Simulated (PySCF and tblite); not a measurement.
Values are calculated unless marked as measured or tabulated.
C₅H₆OS, numbered as in [CH3:1][O:2][c:3]1[cH:4][cH:5][cH:6][s:7]1.

Search: ETKDG and KDG, MMFF94s, GFN2-xTB, 60 starts; geometries at GFN2-xTB. Free energies are PBE0-D3(BJ)/def2-SVP (IEF-PCM, chloroform) single points with GFN2-xTB rigid-rotor and vibrational terms (modes under about 100 cm⁻¹ blended into free rotors). Symmetry numbers and mirror images are counted. Conformers within 3 kcal/mol (GFN2-xTB free energy) were kept, 5 at most. (PySCF 2.14, tblite 0.8.)

Rotational constants are equilibrium values for the commonest isotopes; dipoles come from the energy level named and are polarised by its solvent model.

Torsions listed: C1–O2–C3–S7.

| conformer | shape | symmetry |
| --- | --- | --- |
| 1 | 180° | Cs |
| 2 | 0° | Cs |

**Question.** Give the rotational constants and dipole components.

**Answer.** 
| conformer | A (MHz) | B (MHz) | C (MHz) | abs μa (D) | abs μb (D) | abs μc (D) | κ | Ic−Ia−Ib (u Å²) |
| --- | --- | --- | --- | --- | --- | --- | --- | --- |
| 1 | 4860 | 1808 | 1329 | 1.28 | 1.86 | 0.00 | -0.73 | -3.2 |
| 2 | 4895 | 1936 | 1400 | 0.84 | 0.96 | 0.00 | -0.69 | -3.2 |

**Question.** Which type of transition is strongest for conformer 1?

**Answer.** b-type, since that component is clearly the largest; the top is asymmetric (κ = -0.73).
